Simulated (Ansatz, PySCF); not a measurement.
Energy difference R1 + R2 → P1, each structure at its B3LYP-D3(BJ)/def2-TZVP stationary point, reached from a drawn start (curvature not checked).
R1, H2 (SMILES [H][H]) (charge 0, multiplicity 1):
```xyz
2

H      0.0000     0.0000     0.3720
H      0.0000     0.0000    -0.3720
```
P1, C2H4 (SMILES C=C) (charge 0, multiplicity 1):
```tsv
atom	x (Å)	y (Å)	z (Å)
C	-0.6611	-0.0392	-0.0047
C	0.6611	0.0392	0.0047
H	-1.2848	0.8354	0.1353
H	-1.1749	-0.9815	-0.1527
H	1.2848	-0.8354	-0.1353
H	1.1749	0.9815	0.1527
```
R2: C2H2 (SMILES C#C), charge 0, multiplicity 1.

P less R. No zero-point or thermal terms.

Frozen-core correlation throughout. CBS: X⁻³ extrapolation of the correlation energy, Hartree–Fock from the larger set.

The values were computed with Ansatz (a first-principles code) with Gaussian orbitals; PySCF for the D3/D4 terms. All values are computed, each at the level named.

PBE/def2-TZVPP gives -52.41 kcal/mol for the reaction energy.

**Question.** Where do these levels fall relative to PBE: PBE-D3(BJ)/def2-TZVPP, r2SCAN/def2-TZVPP, PBE0/def2-TZVPP, wB97M-V/def2-TZVPP, B2PLYP/def2-TZVPP, MP2/CBS(cc-pVTZ, cc-pVQZ), CCSD(T)/CBS(cc-pVTZ, cc-pVQZ).

**Answer.** PBE-D3(BJ)/def2-TZVPP -0.59; r2SCAN/def2-TZVPP -0.31; PBE0/def2-TZVPP -2.85; wB97M-V/def2-TZVPP 1.32; B2PLYP/def2-TZVPP 3.43; MP2/CBS(cc-pVTZ, cc-pVQZ) 5.12; CCSD(T)/CBS(cc-pVTZ, cc-pVQZ) 3.04 kcal/mol. 4 of 7 lie above PBE; the widest gap is to MP2/CBS(cc-pVTZ, cc-pVQZ).
